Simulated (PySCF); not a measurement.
Isomers of C6H9AlN2, from PySCF 2.14.0, PBE0-D3(BJ)/def2-SVP geometry optimisation, gas phase. One conformer each, no zero-point energy, no frequencies.

Question: Which isomer lies lower at this level?
A. `[CH2:1]=[N:2][c:3]1[cH:4][cH:5][cH:6][n+:7]([AlH3-:8])[cH:9]1` with C1–N2–C3–C4 -46°: A = 2886, B = 831.3, C = 661.6 MHz, dipole 8.50 D
B. `[H]/[N:1]=[CH:2]\[c:3]1[cH:4][cH:5][cH:6][n+:7]([AlH3-:8])[cH:9]1` with N1–C2–C3–C4 -179°: A = 2218, B = 930.4, C = 661.9 MHz, dipole 6.41 D

Answer: B. That is `[H]/N=C\c1ccc[n+]([AlH3-])c1`, 4.5 kcal/mol below the other.

| SMILES | mapped SMILES | E (Eh) | relative (kcal/mol) | relative (kJ/mol) | dipole (D) |
| --- | --- | --- | --- | --- | --- |
| [H]/N=C\c1ccc[n+]([AlH3-])c1 | [H]/[N:1]=[CH:2]\[c:3]1[cH:4][cH:5][cH:6][n+:7]([AlH3-:8])[cH:9]1 | -585.13708 | 0.0 | 0.0 | 6.41 |
| C=Nc1ccc[n+]([AlH3-])c1 | [CH2:1]=[N:2][c:3]1[cH:4][cH:5][cH:6][n+:7]([AlH3-:8])[cH:9]1 | -585.12986 | 4.5 | 19.0 | 8.50 |

As drawn, the lower has an N–H bond, which the higher lacks.
